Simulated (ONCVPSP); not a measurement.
What the settings do to the ONCV potential of lanthanum

Base potential:

| Item | Value |
| --- | --- |
| Element | La |
| Generator | ONCVPSP 4.0.1 |
| Type | optimised norm-conserving Vanderbilt (ONCV) |
| Functional | PBE |
| Relativity | scalar-relativistic |
| Frozen core | [Kr] 4d10 |
| Valence charge | 11 |
| Reference configuration | 5s2 5p6 5d1 6s1 (charge +1) |
| Partial waves | 5s+6s: rc 2.55 bohr, ncon 4, nbas 9, qcut 5.4 1/bohr, 3 projectors, debl 2.9 Ha; 5p: rc 2.30 bohr, ncon 4, nbas 8, qcut 6.4 1/bohr, 3 projectors, debl 1.5 Ha; 5d: rc 3.85 bohr, ncon 4, nbas 9, qcut 4.1 1/bohr, 2 projectors, debl 2.1 Ha; f scattering state at 0.45 Ha: rc 3.95 bohr, ncon 4, nbas 7, qcut 2.5 1/bohr, 2 projectors, debl 0.5 Ha |
| Local potential | polynomial inside 1.80 bohr (lpopt 4, dvloc0 6 Ha) |
| Core correction | none |

In the f channel the program set the typed energies aside and used -0.374, 0.126 Ha.

Cutoffs, loose and tight: the cutoffs (Ha) at which the residual kinetic energy of the hardest occupied pseudo-wave falls to 1 and 0.1 mHa per electron. They do not see the model core or the augmentation charge, which bear on the density cutoff. Test errors are all-electron minus pseudo excitation energies from the reference, over the configurations 5s2 5p6 5d1 6s2; 5s2 5p6 5d1 6s0; 5s2 5p6 5d0 6s0; 5s2 5p6 5d1.5 6s1.5. A dash means not determined; rows that change the core or the reference have their own tests.

```tsv
change	outcome	cutoff, loose	cutoff, tight	bound ghosts	GHOST(+) flags above zero	largest test error (meV)
base	generated, projector energies reset by the program	12 Ha	15 Ha	none	none	+27
p: qcut 4.2	generated, projector energies reset by the program	9.0 Ha	21 Ha	none	none	+27
p: qcut 6.2	generated, projector energies reset by the program	12 Ha	15 Ha	none	none	+27
p: qcut 8.4	failed: ERROR pspot: first pseudo wave function has node, program will stop	–	–	–	–	–
p: qcut 9.6	failed: ERROR pspot: first pseudo wave function has node, program will stop	–	–	–	–	–
```

Q: What comes out with this change to the base: p: qcut 5.3?

A: outcome: generated, projector energies reset by the program; cutoff, loose: 9.7 Ha; cutoff, tight: 12 Ha; bound ghosts: none; GHOST(+) flags above zero: none; largest test error (meV): +27.

Q: What comes out with this change to the base: p: qcut 7.4?

A: outcome: generated, projector energies reset by the program; cutoff, loose: 14 Ha; cutoff, tight: 17 Ha; bound ghosts: none; GHOST(+) flags above zero: none; largest test error (meV): +27.

Reading the sweep of the qcut of the p channel (base included, trends over the rows without a ghost): The loose cutoff rises from 9.0 Ha at 4.2 to 14 Ha at 7.4 1/bohr. The waves are optimised to have the least kinetic energy above qcut, so the cutoff follows it (qcut²/2 in Ha). The median size of the test errors (rows with all tests solved) stays near 2.2 meV. The generation fails at 8.4, 9.6 1/bohr.
